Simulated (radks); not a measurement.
The numbers below are computed, except where a source is named.
Species: Tm+. Configuration: [Xe] 4f13 6s1.

Level of theory: scalar-relativistic Kohn-Sham, SOGGA, spin-polarised, spherical densities, finite nucleus; open shells are filled with parallel spins first (spin-orbit coupling, left out, can overturn this in heavy ions); Fermi nuclear charge, rms radius 5.2256 fm (a radial shooting solver on a logarithmic mesh with Libxc functionals).

Energy parts (Ry):
part                       energy
total                 -27121.9660
kinetic                29471.5953
electron-nucleus      -66634.7538
Hartree                10601.5439
exchange-correlation    -560.3514

Orbitals (lengths in bohr, moments of r in powers of bohr):
| orbital | occ. | eigenvalue (Ry) | <r^4> | <r> | <r^2> | <1/r> |
|---|---|---|---|---|---|---|
| 1s up | 1 | -4355.418 | 8.088e-07 | 0.02002 | 0.0005489 | 79.04 |
| 1s down | 1 | -4355.417 | 8.088e-07 | 0.02002 | 0.0005489 | 79.04 |
| 2s up | 1 | -735.2759 | 0.0001250 | 0.08491 | 0.008521 | 18.42 |
| 2s down | 1 | -735.2743 | 0.0001250 | 0.08491 | 0.008521 | 18.42 |
| 2p up | 3 | -649.4458 | 0.00009546 | 0.07542 | 0.006947 | 16.96 |
| 2p down | 3 | -649.4446 | 0.00009545 | 0.07542 | 0.006947 | 16.96 |
| 3s up | 1 | -165.6154 | 0.004701 | 0.2211 | 0.05585 | 6.797 |
| 3s down | 1 | -165.5828 | 0.004699 | 0.2210 | 0.05584 | 6.798 |
| 3p up | 3 | -139.6157 | 0.004976 | 0.2204 | 0.05629 | 6.340 |
| 3p down | 3 | -139.5832 | 0.004973 | 0.2203 | 0.05627 | 6.341 |
| 3d up | 5 | -107.4657 | 0.003891 | 0.1999 | 0.04689 | 6.008 |
| 3d down | 5 | -107.4407 | 0.003888 | 0.1999 | 0.04687 | 6.009 |
| 4s up | 1 | -33.01639 | 0.1142 | 0.4980 | 0.2800 | 2.873 |
| 4s down | 1 | -32.95043 | 0.1142 | 0.4980 | 0.2801 | 2.872 |
| 4p up | 3 | -24.46989 | 0.1516 | 0.5286 | 0.3180 | 2.625 |
| 4p down | 3 | -24.40491 | 0.1517 | 0.5286 | 0.3181 | 2.624 |
| 4d up | 5 | -13.11322 | 0.2362 | 0.5718 | 0.3798 | 2.319 |
| 4d down | 5 | -13.04918 | 0.2366 | 0.5719 | 0.3800 | 2.318 |
| 5s up | 1 | -4.42712 | 4.380 | 1.230 | 1.705 | 1.078 |
| 5s down | 1 | -4.39172 | 4.382 | 1.231 | 1.708 | 1.076 |
| 5p up | 3 | -2.47992 | 9.767 | 1.471 | 2.469 | 0.8875 |
| 5p down | 3 | -2.44759 | 9.615 | 1.468 | 2.457 | 0.8879 |
| 4f up | 7 | -0.73736 | 3.045 | 0.8042 | 0.8985 | 1.691 |
| 6s up | 1 | -0.69498 | 307.6 | 3.559 | 14.26 | 0.3515 |
| 4f down | 6 | -0.67896 | 3.008 | 0.8068 | 0.9028 | 1.686 |
| 6s down | 0 | -0.61426 | 298.8 | 3.522 | 13.99 | 0.3564 |
| 5d up | 0 | -0.49849 | 184.8 | 2.807 | 9.595 | 0.4685 |
| 5d down | 0 | -0.43919 | 159.6 | 2.700 | 8.868 | 0.4858 |
| 6p up | 0 | -0.41991 | 894.6 | 4.637 | 24.25 | 0.2684 |

The highest occupied level is 4f down at -9.238 eV. The spin density at the nucleus is 44.80 e/bohr^3 (1s 0.16, 2s -0.24, 3s -3.29, 4s 0.80, 5s 2.17, 6s 45.19). The electron density at the nucleus is 1.001e+06 e/bohr^3 (large components only).
